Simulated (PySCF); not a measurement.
Calculation: B3LYP-D3(BJ)/def2-TZVP run with PySCF. Isolated molecules, 0 K electronic values unless said otherwise. One relaxed conformer stands for a flexible species; it need not be the lowest. B3LYP has the VWN-RPA correlation part, as in Gaussian. Delta-SCF ions had no search for a lower state. 

Reference species (SMILES): `OC1=COC1` (H–O–C–C torsion 0°) (neutral, multiplicity 1).

- HOMO–LUMO gap: 5.94 eV
- vertical ionisation energy (Delta-SCF): 8.27 eV
- S1 oscillator strength: 0.002

After one change: the HOMO–LUMO gap goes up by 0.22 eV; the vertical ionisation energy (Delta-SCF) goes up by 2.31 eV; the S1 oscillator strength is nearly the same.

Task: Which change was made? The new species is one of these.
(A) `C=CC(=O)O` (C–C–C–O torsion 180°, O–C–O–H torsion 0°)
(B) `OCC1=CO1`
(C) `C1=COCO1`
(D) `O/C=C1\CO1` (H–O–C–C torsion 180°)

Result: A, `C=CC(=O)O` (C–C–C–O torsion 180°, O–C–O–H torsion 0°)
